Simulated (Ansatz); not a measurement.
Mulliken charges of `O[SiH](S)S` from ωB97M-V/def2-TZVPP in Ansatz (PBE0-D4/def2-TZVP geometry).

```csv
atom,x (Å),y (Å),z (Å),charge (e)
O1,-0.809,1.457,-0.751,-0.361
Si2,0.071,0.521,0.262,0.450
S3,1.617,-0.361,-0.917,-0.252
S4,-1.003,-1.002,1.298,-0.248
H5,-1.228,1.039,-1.506,0.180
H6,0.551,1.437,1.314,-0.017
H7,1.911,-1.303,-0.006,0.128
H8,-1.017,-1.845,0.251,0.120
```

Problem. By hand: the dipole of these point charges (1 e Å = 4.8032 D).

Solution. Σ q r = (0.057, -0.178, 0.034) e Å, of length 0.190 e Å = 0.91 D.

Problem. How does the dipole of the full density compare? (An estimate is asked.)

Solution. Ansatz gave: (-0.072, -0.259, -0.176) e Å, 1.54 D; the point charges give 0.59 times that, at 54° from its direction.

Point charges leave out the atoms' own dipoles, such as those of lone pairs, and Mulliken's split depends on the basis, so the two needn't agree.
